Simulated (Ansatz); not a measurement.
Saddle point of InSiH4Cl, closed shell (InSiH₄Cl ([SiH3][InH][Cl]) → InCl + SiH₄; bonds formed: Si2–H3; bonds broken: In1–Si2, In1–H3), PBE0-D4/def2-TZVP structure:

```
7
angstrom
In -1.1000 -0.7080 0.6631
Si 0.6554 0.8040 -0.3443
H 0.5548 -1.0326 -0.5029
Cl -2.5373 -2.3794 1.4216
H -0.1703 0.6883 -1.5843
H 1.4807 0.3898 0.8300
H 1.1167 2.2378 -0.4833
```

Energies are electronic, without zero-point energy. Barriers and step energies count from the start structure reached by relaxing down the imaginary mode; all methods use the PBE0-D4 structures, on which another method's saddle can fall below an end. Ansatz 0.2.0; basis: def2-TZVPP, with def2-QZVPP for the basis limit; cores frozen in the correlated methods. Filled d shells of the heavier atoms are correlated. Core potentials replace the inner electrons of the atoms past krypton. The def2 sets are not built for correlating such inner shells, so the correlated values are less sure here. B3LYP uses VWN-RPA correlation. Extrapolation: Hartree–Fock as exp(−7.88 √X), correlation as X^−2.97.

| method | barrier (eV) | step energy (eV) |
| --- | --- | --- |
| SPW92 | 1.845 | -0.304 |
| PBE-D4 | 1.895 | -0.601 |
| BLYP-D4 | 1.976 | -0.923 |
| r2SCAN-D4 | 2.083 | -0.471 |
| B97M-V | ? | -0.526 |
| PBE0-D4 | 2.123 | -0.499 |
| B3LYP-D4 | 2.154 | -0.810 |
| r2SCAN0-D4 | ? | -0.445 |
| BHLYP-D4 | 2.414 | -0.702 |
| CAM-B3LYP-D4 | 2.355 | -0.655 |
| wB97X-V | 2.409 | -0.446 |
| wB97M-V | ? | -0.522 |
| B2PLYP | 2.226 | -0.742 |
| PBE-QIDH | 2.294 | -0.451 |
| RPA on PBE | 2.216 | -0.677 |
| HF | 2.846 | -0.700 |
| MP2 | 2.270 | -0.663 |
| CCSD | 2.390 | -0.613 |
| CCSD(T) | 2.294 | -0.583 |

(1) Fill in the withheld barriers. (To be estimated.)

No T1 diagnostic of these runs exceeds 0.017. The start structure is not quite a true minimum (one mode of 31i cm⁻¹).

## Answers

(1) Computed: r2SCAN0-D4 2.223; wB97M-V 2.289; B97M-V 2.044 eV. Each is the energy of the saddle less that of the start structure, by the same method.

For comparison, the barrier by CCSD(T) at an estimated basis limit (MP2 extrapolated from triple and quadruple zeta, plus CCSD(T) − MP2 in triple zeta) is 2.239 eV.

Losses and insertions of silylenes and their heavier kin drive the gas-phase chemistry of silicon and germanium vapour deposition.

Labels in which every atom is bracketed show which atoms are joined, not bond orders.

For scale, one of the runs: CCSD(T)/def2-TZVPP, 190 basis functions, launched by `ansatz run in.yaml --threads 4 --pin off --events-out ev --progress --plain --max-ram 9574MiB`. Hardware: 4 CPU threads of an Arm Neoverse V2, shared host. Wall time 35 s; peak host memory 2.1 GiB.
